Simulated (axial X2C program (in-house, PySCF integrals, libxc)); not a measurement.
# Ionising SnSe

All values come from calculations with an in-house relativistic program for diatomic molecules, spin-free (one-electron X2C) or two-component (2c: spin–orbit coupling with atomic mean-field Coulomb and Gaunt terms, which also bring small scalar terms), in Dyall basis sets with cores contracted in-house; open shells are unrestricted.

Basis sets: Se dyall-cv3z, Sn dyall-cv3z.

| Hamiltonian | level | SnSe state | Re (Å) | ωe (cm⁻¹) | De (eV) |
| --- | --- | --- | --- | --- | --- |
| spin-free | PBE0 | M_S = 0, Λ = 0 | 2.324 | 338.3 | 4.56 |
| 2c | PBE0 | Ω = 0 | 2.325 | 336.9 | n/a |

Adiabatic ionisation energy (minimum to minimum, no zero-point term) and constants of SnSe⁺:

```
Hamiltonian  level       SnSe⁺ state  IE (eV)  Re (Å)  ωe (cm⁻¹)  De (eV)  fragments
  spin-free   PBE0  M_S = 1/2, Λ = 1     8.87   2.487      267.4     3.00   Sn+ + Se
         2c   PBE0           Ω = 3/2     8.74   2.488      265.5      n/a   Sn+ + Se
```

Question: Add the zero-point terms to the ionisation energy at PBE0, 2c, and say whether the electron removed was bonding.

Answer: IE0 = IE + (ωe⁺ − ωe)/2 = 8.74 + (-0.004) = 8.74 eV. Re changes by 0.163 Å, so the bond lengthens, as on loss of a bonding electron.

Each entry is the lowest single determinant of a limited PBE0 search at one distance. De goes to single-determinant-based atoms at the same level (for ions the charge split of lowest energy) and is withheld (n/a) where an atom does not fit its ground term or J level. Main or longest-lived isotopes. One determinant is a doubtful description, or other states lie close, for SnSe⁺; these need not be ground states, and all values refer to the states named. The functionals have no current term, which raises determinants with orbital currents.
